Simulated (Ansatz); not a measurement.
Basis-set extrapolation for `C1[SiH2]N[SiH2]1` (PBE0-D4/def2-TZVP geometry, frozen core, Ansatz). Multiplicity 1, RHF reference.

```
                      def2-TZVPP   def2-QZVPP
                 HF  -674.372126  -674.395267
    MP2 correlation    -0.626325    -0.670605
CCSD(T) correlation    -0.699370      not run
```

Energies in hartree. Use E(X) = E(∞) + A·exp(−7.88·√X) for Hartree–Fock and E(X) = E(∞) + B·X^(−2.97) for correlation, with X = 3 and 4, and add CCSD(T) minus MP2 of the smaller set to the MP2 limit.

Problem. What is the CCSD(T) energy at the basis-set limit?

Solution. HF limit: -674.395267 + (-0.023141) × 0.13774 = -674.39845. MP2 limit: -0.670605 + (-0.044280) × 0.74074 = -0.70340. Higher-order term: -0.699370 − (-0.626325) = -0.07305. Total: -675.17490 hartree, 271.5 kJ/mol below CCSD(T)/def2-TZVPP.
